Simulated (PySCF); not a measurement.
Gas-phase reaction: Ga2H6 + 2 NH3 → 2 GaNH2 + 4 H2

Computed with PySCF and rigid-rotor harmonic-oscillator thermochemistry at 1 bar. † marks an energy on the PBE0/def2-TZVP geometry and frequencies; other levels use their own. MP2 freezes the core. 6-31G* has spherical d functions here. All species are closed-shell singlets. B3LYP is the form with VWN-RPA correlation. Ga: all electrons, no relativistic terms. Ga2H6, GaNH2: computed as isolated molecules; such fragments, hydroxides, amides, oligomers or adducts are transient or little studied in the gas. MP2 isn't extrapolated to the basis-set limit; its ΔH°(298 K) is 134.4 kJ in def2-SVP and 132.8 kJ in def2-TZVPP. The harmonic model lacks anharmonicity and excited electronic states, which grow with temperature; levels with a mode under 35 cm⁻¹ are left out.

```
level               ΔE electronic, kJ  ΔH°(298 K), kJ  ΔS°(298 K), J/K  ΔG°(2000 K), kJ
------------------  -----------------  --------------  ---------------  ---------------
B3LYP/def2-TZVP†                  111              66              343             -662
HF/6-31G*                         170             123              339             -602
MP2/def2-TZVPP†                   178             133              343             -594
PBE/def2-SVP                      156             113              344             -614
PBE0/def2-QZVP†                   191             146              343             -581
ωB97M-V/def2-TZVP†                157             112              343             -615
```
ΔH° is lowest at B3LYP/def2-TZVP† and highest at PBE0/def2-QZVP†. No reference value is set beside these.
